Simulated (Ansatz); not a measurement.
Reaction (atomization): `C[NH][InH][F]` → C• + F• + 5 H• + In• + N•

Program: Ansatz. Geometries: PBE0-D4/def2-TZVP. ΔE: electronic, gas phase. CCSD(T)/CBS adds triple-zeta CCSD(T) − MP2 to the extrapolated MP2 energy (def2 sets, frozen cores). This one scheme is used for every species, atoms too. DFT in def2-TZVPP. HSE06 is defined as in plane-wave codes. Open shells (•) are unrestricted, without spin–orbit coupling. Spin–orbit coupling would lower the free atoms: a little for C, F; strongly for In. def2 core potentials past Kr. Bonds to In are less sure, by a few kJ/mol each and by 10 to 20 or more in all where they break to atoms, as the def2 sets lack core-valence functions. One conformer a species, not always the lowest.

| level | ΔE (eV) |
| --- | --- |
| LDA (SPW92) | 34.66 |
| r2SCAN0-D4 | 29.31 |
| HSE06-D4 | 29.84 |
| CCSD/def2-TZVPP | 28.73 |

What does CCSD(T)/CBS give? (An estimate is asked.)

Ansatz gave: +30.18 eV. The listed levels differ from it by 4.48, -0.87, -0.34, -1.45 eV.

Largest T1 diagnostic among the species: 0.016.

From BLYP to BHLYP (50 % exact exchange), in def2-TZVPP and without D4, ΔE moves by −0.97 eV: exact exchange takes away binding that semilocal exchange gives to molecules. At CCSD(T), def2-SVP lies −2.15 eV from the extrapolated value and def2-TZVPP −0.97 eV: correlation converges slowly with the basis, and small sets miss more of it in the bonded molecule than in its fragments.

For atomizations the MP2-based limit and the directly extrapolated one differ by several kJ/mol either way, and by 10 to 25 for some Ge, Se and Sn compounds, so smaller differences from it don't rank the levels.
